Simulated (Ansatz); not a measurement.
Ansatz (an electronic-structure program) input for C2H4FNOSi, SMILES O=C/N=C/[SiH2]F, PBE-D3(BJ)/def2-SVP. 

Ansatz 0.2 input:
```yaml
crystal:
  periodic: [false, false, false]
  atoms:
    - {symbol: O, position_ang: [2.88328429, -0.80719348, 0.60890455]}
    - {symbol: C, position_ang: [2.45327875, 0.06372507, -0.10247611]}
    - {symbol: N, position_ang: [1.13618348, 0.54501013, -0.06372788]}
    - {symbol: C, position_ang: [0.13307771, -0.23093130, -0.20740792]}
    - {symbol: Si, position_ang: [-1.58612343, 0.53913352, -0.01831173]}
    - {symbol: F, position_ang: [-2.68557181, -0.65648742, -0.13837958]}
    - {symbol: H, position_ang: [3.08446087, 0.63211003, -0.82625583]}
    - {symbol: H, position_ang: [0.27575234, -1.30812957, -0.43795331]}
    - {symbol: H, position_ang: [-1.81903380, 1.50930141, -1.11742383]}
    - {symbol: H, position_ang: [-1.70300262, 1.17295004, 1.31757659]}
basis:
  gaussian:
    orbitals: def2-SVP
hamiltonian:
  xc: pbe
  dispersion: d3bj
relax: {f_tol: 0.002, max_steps: 200}
```

Program output:

```
WARN ansatz: RAYON_NUM_THREADS=1 ignored (pool sized by the plan → 1); use --threads N
Functional definition: PBE
integrals: 0.05 GiB planned
1207 factors; their error is unknown
mean field: 0.28 GiB planned
mean field evaluation 1: about -16242.1308 eV, gradient 5.8e1 eV
mean field evaluation 2: about -16221.0220 eV, gradient 1.2e2 eV
mean field evaluation 4: about -16248.8282 eV, gradient 9.4e0 eV
mean field evaluation 8: about -16249.0216 eV, gradient 1.4e-1 eV
mean field evaluation 16: about -16248.9352 eV, gradient 4.7e-4 eV
mean field -16248.93521833 eV, -597.1373553498 hartree, gradient 3.1e-5 eV, S^2 0.000000; 0 other end points of the search recorded, 0 dependent functions left out
the calculation of the forces begins
reference -16248.93525037 eV, -597.1373565273 hartree; 27, 27 occupied and 81, 81 virtual orbitals, 1207 factors
relax step   1: F+E_penalty+E_count = -16249.13938487 eV  Δ(F+E_penalty+E_count) = +0.000e0 eV  max|allowed force component| = 6.667e-1 eV/Å  Δτ_max = 0.0000 Å  (29 SCF iters, accepted)
these checks for a lower state are left out or cut short: starts, cluster_reference, orbital_swaps, neighbouring_geometries, increment
integrals: 0.05 GiB planned
1207 factors; their error is unknown
mean field: 0.28 GiB planned
mean field -16248.95354844 eV, -597.1380289688 hartree, gradient 1.2e-5 eV, S^2 0.000000; 0 other end points of the search recorded, 0 dependent functions left out
the calculation of the forces begins
reference -16248.95358056 eV, -597.1380301493 hartree; 27, 27 occupied and 81, 81 virtual orbitals, 1207 factors
relax step   2: F+E_penalty+E_count = -16249.15687639 eV  Δ(F+E_penalty+E_count) = -1.749e-2 eV  max|allowed force component| = 1.921e-1 eV/Å  Δτ_max = 0.0362 Å  (32 SCF iters, accepted)
these checks for a lower state are left out or cut short: starts, cluster_reference, orbital_swaps, neighbouring_geometries, increment
integrals: 0.05 GiB planned
1207 factors; their error is unknown
mean field: 0.28 GiB planned
mean field evaluation 32: about -16248.9516 eV, gradient 1.2e-5 eV
mean field -16248.95158578 eV, -597.1379568425 hartree, gradient 1.2e-5 eV, S^2 0.000000; 0 other end points of the search recorded, 0 dependent functions left out
the calculation of the forces begins
reference -16248.95161796 eV, -597.1379580249 hartree; 27, 27 occupied and 81, 81 virtual orbitals, 1207 factors
relax step   3: F+E_penalty+E_count = -16249.15460109 eV  Δ(F+E_penalty+E_count) = +2.275e-3 eV  max|allowed force component| = 3.544e-1 eV/Å  Δτ_max = 0.0274 Å  (32 SCF iters, rejected (line search))
these checks for a lower state are left out or cut short: starts, cluster_reference, orbital_swaps, neighbouring_geometries, increment
integrals: 0.05 GiB planned
1207 factors; their error is unknown
mean field: 0.28 GiB planned
mean field -16248.95656512 eV, -597.1381398299 hartree, gradient 1.1e-5 eV, S^2 0.000000; 0 other end points of the search recorded, 0 dependent functions left out
the calculation of the forces begins
reference -16248.95659724 eV, -597.1381410102 hartree; 27, 27 occupied and 81, 81 virtual orbitals, 1207 factors
relax step   4: F+E_penalty+E_count = -16249.15960687 eV  Δ(F+E_penalty+E_count) = -2.730e-3 eV  max|allowed force component| = 8.449e-2 eV/Å  Δτ_max = 0.0137 Å  (33 SCF iters, accepted)
these checks for a lower state are left out or cut short: starts, cluster_reference, orbital_swaps, neighbouring_geometries, increment
integrals: 0.05 GiB planned
1207 factors; their error is unknown
mean field: 0.28 GiB planned
mean field -16248.95896760 eV, -597.1382281193 hartree, gradient 1.2e-5 eV, S^2 0.000000; 0 other end points of the search recorded, 0 dependent functions left out
the calculation of the forces begins
reference -16248.95899967 eV, -597.1382292979 hartree; 27, 27 occupied and 81, 81 virtual orbitals, 1207 factors
relax step   5: F+E_penalty+E_count = -16249.16170789 eV  Δ(F+E_penalty+E_count) = -2.101e-3 eV  max|allowed force component| = 9.381e-2 eV/Å  Δτ_max = 0.0364 Å  (32 SCF iters, accepted)
these checks for a lower state are left out or cut short: starts, cluster_reference, orbital_swaps, neighbouring_geometries, increment
integrals: 0.05 GiB planned
1207 factors; their error is unknown
mean field: 0.28 GiB planned
mean field -16248.95893939 eV, -597.1382270826 hartree, gradient 1.2e-5 eV, S^2 0.000000; 0 other end points of the search recorded, 0 dependent functions left out
the calculation of the forces begins
reference -16248.95897140 eV, -597.1382282589 hartree; 27, 27 occupied and 81, 81 virtual orbitals, 1207 factors
[...]
the calculation of the forces begins
reference -16248.96229610 eV, -597.1383504396 hartree; 27, 27 occupied and 81, 81 virtual orbitals, 1207 factors
relax step  18: F+E_penalty+E_count = -16249.16438288 eV  Δ(F+E_penalty+E_count) = -7.974e-6 eV  max|allowed force component| = 9.689e-3 eV/Å  Δτ_max = 0.0050 Å  (33 SCF iters, accepted)
these checks for a lower state are left out or cut short: starts, cluster_reference, orbital_swaps, neighbouring_geometries, increment
integrals: 0.05 GiB planned
1207 factors; their error is unknown
mean field: 0.28 GiB planned
mean field -16248.96227806 eV, -597.1383497765 hartree, gradient 1.2e-5 eV, S^2 0.000000; 0 other end points of the search recorded, 0 dependent functions left out
the calculation of the forces begins
reference -16248.96231005 eV, -597.1383509521 hartree; 27, 27 occupied and 81, 81 virtual orbitals, 1207 factors
relax step  19: F+E_penalty+E_count = -16249.16439566 eV  Δ(F+E_penalty+E_count) = -1.278e-5 eV  max|allowed force component| = 1.031e-2 eV/Å  Δτ_max = 0.0077 Å  (33 SCF iters, accepted)
these checks for a lower state are left out or cut short: starts, cluster_reference, orbital_swaps, neighbouring_geometries, increment
integrals: 0.05 GiB planned
1207 factors; their error is unknown
mean field: 0.28 GiB planned
mean field -16248.96230079 eV, -597.1383506117 hartree, gradient 1.2e-5 eV, S^2 0.000000; 0 other end points of the search recorded, 0 dependent functions left out
the calculation of the forces begins
reference -16248.96233278 eV, -597.1383517874 hartree; 27, 27 occupied and 81, 81 virtual orbitals, 1207 factors
relax step  20: F+E_penalty+E_count = -16249.16441099 eV  Δ(F+E_penalty+E_count) = -1.534e-5 eV  max|allowed force component| = 8.851e-3 eV/Å  Δτ_max = 0.0086 Å  (33 SCF iters, accepted)
these checks for a lower state are left out or cut short: starts, cluster_reference, orbital_swaps, neighbouring_geometries, increment
integrals: 0.05 GiB planned
1207 factors; their error is unknown
mean field: 0.28 GiB planned
mean field -16248.96231331 eV, -597.1383510720 hartree, gradient 1.2e-5 eV, S^2 0.000000; 0 other end points of the search recorded, 0 dependent functions left out
the calculation of the forces begins
reference -16248.96234530 eV, -597.1383522477 hartree; 27, 27 occupied and 81, 81 virtual orbitals, 1207 factors
relax step  21: F+E_penalty+E_count = -16249.16441830 eV  Δ(F+E_penalty+E_count) = -7.308e-6 eV  max|allowed force component| = 1.242e-2 eV/Å  Δτ_max = 0.0042 Å  (33 SCF iters, accepted)
these checks for a lower state are left out or cut short: starts, cluster_reference, orbital_swaps, neighbouring_geometries, increment
integrals: 0.05 GiB planned
1207 factors; their error is unknown
mean field: 0.28 GiB planned
mean field evaluation 160: about -16249.0472 eV, gradient 3.2e-1 eV
mean field -16248.96232559 eV, -597.1383515233 hartree, gradient 1.2e-5 eV, S^2 0.000000; 0 other end points of the search recorded, 0 dependent functions left out
the calculation of the forces begins
reference -16248.96235758 eV, -597.1383526988 hartree; 27, 27 occupied and 81, 81 virtual orbitals, 1207 factors
relax step  22: F+E_penalty+E_count = -16249.16442356 eV  Δ(F+E_penalty+E_count) = -5.262e-6 eV  max|allowed force component| = 1.011e-2 eV/Å  Δτ_max = 0.0025 Å  (34 SCF iters, accepted)
these checks for a lower state are left out or cut short: starts, cluster_reference, orbital_swaps, neighbouring_geometries, increment
integrals: 0.05 GiB planned
1207 factors; their error is unknown
mean field: 0.28 GiB planned
mean field -16248.96234129 eV, -597.1383521003 hartree, gradient 1.2e-5 eV, S^2 0.000000; 0 other end points of the search recorded, 0 dependent functions left out
the calculation of the forces begins
reference -16248.96237328 eV, -597.1383532758 hartree; 27, 27 occupied and 81, 81 virtual orbitals, 1207 factors
relax step  23: F+E_penalty+E_count = -16249.16442784 eV  Δ(F+E_penalty+E_count) = -4.272e-6 eV  max|allowed force component| = 4.431e-3 eV/Å  Δτ_max = 0.0038 Å  (34 SCF iters, accepted)
these checks for a lower state are left out or cut short: starts, cluster_reference, orbital_swaps, neighbouring_geometries, increment
integrals: 0.05 GiB planned
1207 factors; their error is unknown
mean field: 0.28 GiB planned
mean field -16248.96234458 eV, -597.1383522211 hartree, gradient 1.3e-5 eV, S^2 0.000000; 0 other end points of the search recorded, 0 dependent functions left out
the calculation of the forces begins
reference -16248.96237657 eV, -597.1383533967 hartree; 27, 27 occupied and 81, 81 virtual orbitals, 1207 factors
relax step  24: F+E_penalty+E_count = -16249.16442877 eV  Δ(F+E_penalty+E_count) = -9.393e-7 eV  max|allowed force component| = 1.828e-3 eV/Å  Δτ_max = 0.0014 Å  (24 SCF iters, accepted)
these checks for a lower state are left out or cut short: starts, cluster_reference, orbital_swaps, neighbouring_geometries, increment
integrals: 0.05 GiB planned
1207 factors; their error is unknown
mean field: 0.28 GiB planned
mean field -16248.96234781 eV, -597.1383523396 hartree, gradient 1.2e-5 eV, S^2 0.000000; 0 other end points of the search recorded, 0 dependent functions left out
the calculation of the forces begins
reference -16248.96237980 eV, -597.1383535153 hartree; 27, 27 occupied and 81, 81 virtual orbitals, 1207 factors
relax step  25: F+E_penalty+E_count = -16249.16442704 eV  Δ(F+E_penalty+E_count) = +1.730e-6 eV  max|allowed force component| = 7.912e-3 eV/Å  Δτ_max = 0.0023 Å  (34 SCF iters, rejected (line search))
these checks for a lower state are left out or cut short: starts, cluster_reference, orbital_swaps, neighbouring_geometries, increment
integrals: 0.05 GiB planned
1207 factors; their error is unknown
mean field: 0.28 GiB planned
mean field evaluation 192: about -16248.9623 eV, gradient 2.4e-5 eV
mean field -16248.96234508 eV, -597.1383522395 hartree, gradient 2.4e-5 eV, S^2 0.000000; 0 other end points of the search recorded, 0 dependent functions left out
the calculation of the forces begins
reference -16248.96237707 eV, -597.1383534151 hartree; 27, 27 occupied and 81, 81 virtual orbitals, 1207 factors
relax step  26: F+E_penalty+E_count = -16249.16442924 eV  Δ(F+E_penalty+E_count) = -4.617e-7 eV  max|allowed force component| = 1.429e-3 eV/Å  Δτ_max = 0.0011 Å  (23 SCF iters, accepted)
integrals: 0.05 GiB planned
1207 factors; their error is unknown
mean field: 0.28 GiB planned
mean field -16248.96234508 eV, -597.1383522395 hartree, gradient 2.4e-5 eV, S^2 0.000000; 1 other end points of the search recorded, 0 dependent functions left out
the calculation of the forces begins
reference -16248.96237707 eV, -597.1383534151 hartree; 27, 27 occupied and 81, 81 virtual orbitals, 1207 factors
Total energy: -16249.16446123 eV, -597.1457798708 hartree
Atom 0 at     2.993136    -0.649058     0.749832 Å, force     0.000196     0.000077     0.000598 eV/Å
Atom 1 at     2.474307     0.066375    -0.084103 Å, force    -0.000358    -0.000008    -0.001429 eV/Å
Atom 2 at     1.140052     0.479921    -0.055174 Å, force    -0.000310     0.000379     0.000231 eV/Å
Atom 3 at     0.113797    -0.267580    -0.233557 Å, force     0.000605    -0.000075     0.000751 eV/Å
Atom 4 at    -1.593381     0.538554    -0.014899 Å, force     0.000074     0.000030    -0.000428 eV/Å
Atom 5 at    -2.735892    -0.625663    -0.184126 Å, force     0.000102     0.000092     0.000119 eV/Å
Atom 6 at     3.041335     0.562289    -0.924159 Å, force     0.000031    -0.000092     0.000499 eV/Å
Atom 7 at     0.225226    -1.346386    -0.512297 Å, force    -0.000416    -0.000284    -0.000402 eV/Å
Atom 8 at    -1.794682     1.569851    -1.084027 Å, force     0.000014     0.000037     0.000015 eV/Å
Atom 9 at    -1.691593     1.131186     1.357054 Å, force     0.000062    -0.000155     0.000045 eV/Å
Dipole moment:    -0.211148     0.196637    -0.335372 e Å
```

The calculation finished and met its thresholds.
